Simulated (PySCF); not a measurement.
Q: What does the PBE0-D3(BJ)/def2-SVP structure of InChI=1S/C6H18Si2/c1-7(2,3)8(4,5)6/h1-6H3 look like in three dimensions?

A: 
```
atom  x, y, z in Å
C1     1.8695    1.7144   -0.0682
Si2    1.1606   -0.0356   -0.1730
C3     1.9837   -1.1156    1.1431
C4     1.5376   -0.7505   -1.8826
Si5   -1.1633    0.0304    0.1735
C6    -1.8917   -1.7097    0.0445
C7    -1.9735    1.1386   -1.1273
C8    -1.5341    0.7267    1.8924
H9     1.6692    2.1681    0.9155
H10    1.4297    2.3687   -0.8374
H11    2.9618    1.7045   -0.2180
H12    1.6133   -2.1519    1.0958
H13    3.0767   -1.1416    1.0007
H14    1.7849   -0.7318    2.1562
H15    1.1521   -1.7780   -1.9781
H16    1.0772   -0.1424   -2.6775
H17    2.6242   -0.7792   -2.0668
H18   -1.4549   -2.3807    0.8011
H19   -2.9828   -1.6893    0.2021
H20   -1.7028   -2.1505   -0.9471
H21   -3.0659    1.1778   -0.9834
H22   -1.7814    0.7649   -2.1455
H23   -1.5886    2.1690   -1.0676
H24   -1.1315    1.7462    2.0029
H25   -2.6207    0.7720    2.0732
H26   -1.0868    0.1005    2.6806
```

Any rigid rotation of these coordinates is as good. Atoms count from 1 in this order. All 6 C–Si bonds measure 1.891 Å. Si2 (four-coordinate silicon) is tetrahedral (angles from 109.0° to 110.1°).

Bonds between heavy atoms (Å): C1–Si2 1.891, Si2–C3 1.891, Si2–C4 1.891, Si2–Si5 2.350, Si5–C6 1.891, Si5–C7 1.891, Si5–C8 1.891.

Method used: PBE0-D3(BJ)/def2-SVP geometry optimisation, gas phase in PySCF 2.14.0.

No frequency check.
